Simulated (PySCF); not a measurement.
Geometry:
```csv
atom,x (Å),y (Å),z (Å)
C1,-3.080,-0.970,0.208
C2,-2.026,-0.198,-0.584
C3,-0.661,-0.749,-0.341
C4,0.385,-0.083,0.137
C5,1.712,-0.782,0.277
C6,2.643,-0.404,-0.869
F7,2.156,-0.876,-2.067
Si8,0.330,1.745,0.589
O9,1.808,2.024,1.226
H10,-2.882,-0.891,1.275
H11,-3.068,-2.023,-0.066
H12,-4.074,-0.575,0.010
H13,-2.059,0.858,-0.316
H14,-2.252,-0.284,-1.651
H15,-0.558,-1.802,-0.586
H16,1.577,-1.866,0.278
H17,2.200,-0.483,1.205
H18,2.724,0.682,-0.970
H19,3.637,-0.848,-0.744
H20,0.132,2.619,-0.574
H21,-0.687,2.041,1.606
H22,2.035,2.883,1.568
```

No relativistic terms, a single conformation, equivalent nuclei averaged, gas phase. GIAO PBE0/pcSseg-1 shieldings; coordinates at the GFN2-xTB level; PySCF 2.14.0 with density-fitted response routines.

List the cross peaks expected in HSQC, COSY and HMBC spectra.

Answers



HSQC (one-bond C–H):
```
                δH          δC
        6.48 (H15)  159.0 (C3)
    4.75 (H18/H19)   86.1 (C6)
    2.64 (H16/H17)   42.4 (C5)
    1.98 (H13/H14)   31.6 (C2)
1.06 (H10/H11/H12)   16.2 (C1)
```

COSY cross peaks (H two or three bonds apart, from the bond graph; peaks can be absent where the dihedral angle is near 90°):
```
            δH                  δH
    6.48 (H15)      1.98 (H13/H14)
4.75 (H18/H19)      2.64 (H16/H17)
1.98 (H13/H14)  1.06 (H10/H11/H12)
```

HMBC (two and three bonds, from the bond graph):
```
                δH                                           δC
        6.48 (H15)  135.5 (C4), 42.4 (C5), 31.6 (C2), 16.2 (C1)
    5.60 (H20/H21)            159.0 (C3), 135.5 (C4), 42.4 (C5)
    4.75 (H18/H19)                        135.5 (C4), 42.4 (C5)
    2.64 (H16/H17)            159.0 (C3), 135.5 (C4), 86.1 (C6)
    1.98 (H13/H14)            159.0 (C3), 135.5 (C4), 16.2 (C1)
1.06 (H10/H11/H12)                        159.0 (C3), 31.6 (C2)
```

References, each an isolated molecule treated in the same way: TMS for 1H (σref 31.72) and 13C (σref 186.93).

Short H···H contacts in this conformer between protons four or more bonds apart (candidates for NOE cross peaks, intensity ∝ r⁻⁶): H15···H16 2.30 Å, H11···H15 2.57 Å, H13···H21 2.64 Å.

Exchangeable OH/NH protons stand at their gas-phase positions; hydrogen bonding in a real sample shifts them, mostly to higher δ. Shifts are as computed. Against solution values, carbons near 30 ppm lie about +3 ppm off and those near 130 ppm about +5 ppm. Of 1211 compounds with measured shifts, 218 miss one by over three times the rms of a fit or turn the order of signals round; such compounds aren't used in these exercises.
